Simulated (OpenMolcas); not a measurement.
Ir2+ among 2 point charges of -2.5 e arranged as a linear pair (D∞h).

- Program: OpenMolcas 26.06
- Method: SS-CASPT2, IPEA 0.25 Eh, imaginary shift 0.1 Eh (closed shells correlated: 5s 5p)
- Basis: ANO-RCC-VDZP [7s6p4d2f]
- Scalar Hamiltonian: DKH2, point nucleus
- Active space: 7 electrons in 5 orbitals (5d)
- State averaging: 2S+1 = 4 even, 10 roots; 2S+1 = 2 even, 40 roots
- Spin-orbit coupling: RASSI with atomic mean-field integrals over the reference wave functions

All point charges move together. At R = 2.18 Å the first state of the same spin is 1110 cm-1, and at R = 2.41 Å it is 540 cm-1.

A third run gives 1570 cm-1. What distance was it run at?

With a power law R^-n the two known points give n = -ln(540 / 1110) / ln(2.41 / 2.18) = 7.18. Then R = 2.18 × (1110 / 1570)^(1/7.18) = 2.077 Å. The run was at 2.04 Å, so the estimate is off by +0.037 Å.

Roots that are degenerate in the reference are averaged as groups; the widest CASPT2 spread within a group is 48 cm-1 (the 2-fold group of multiplicity 2 near 38800 cm-1 above the lowest state of its run, R = 2.04). Shifts and gaps below about the spread of the groups concerned are not significant. Point charges give a weaker field than real ligands, and real ions of this kind are as a rule low spin; the high spin found here belongs to the model. Free-ion shares, where given, are those of the reference states; single-state CASPT2 does not remix them. This shell can be high or low spin here, a state of another spin lies low, and with metal d orbitals alone active their balance is uncertain, so the ground spin may be wrong (holds for R = 2.04; R = 2.18). The ground term spreads over less than 5000 cm-1, several times less than with real ligands, so orbital moments are less quenched and χT lies further from the spin-only value than at real sites (holds for R = 2.41). Point charges carry no covalency, so the field is a model and not that of real ligands. No measured value stands beside these numbers.
